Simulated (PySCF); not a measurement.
**From computed data to an observable: dipole moment from atomic charges**

W(O)(NH)(F)(Br) (BrFHNOW), SMILES [NH]=[W](=[O])([F])[Br], multiplicity 1. Atoms are numbered in the order given.

```xyz
6

W      0.3023    -0.4197    -0.0423
O      1.8249    -0.0917     0.6528
N      0.5395    -0.6821    -1.7565
H      1.1728    -0.7153    -2.5539
F     -0.4230    -1.9857     0.6952
Br    -1.0888     1.5758     0.1858
```
Charge 0, spin multiplicity 1.

The structure is a stationary point at B3LYP-D3(BJ)/def2-SVP. The multiplicity is an assumed one; no other spin state was optimised. The structure was generated by enumeration; whether it is a known compound was not checked. The def2 effective core potentials stand for the cores of W; spin–orbit coupling is left out.

Charges (e) from PBE/def2-TZVP (PySCF):

```tsv
atom	ESP fit	Mulliken
W1	0.892	1.251
O2	-0.340	-0.391
N3	-0.638	-0.509
H4	0.395	0.255
F5	-0.194	-0.332
Br6	-0.114	-0.274
```

The dipole moment of the full density is 1.45 D.

Q: What dipole moment does each set of point charges give, and which comes closer to that of the density?

A: 
μ = Σ q r, and 1 e Å = 4.8032 D.
ESP fit: Σ q r = (-0.026, 0.015, -0.304) e Å, |μ| = 1.47 D.
Mulliken: Σ q r = (0.128, -0.097, -0.347) e Å, |μ| = 1.84 D.
ESP fit comes closer in size. Point charges leave out the atoms' own dipoles (lone pairs, polarised bonds); fits to the potential absorb them, partitions of the density don't.
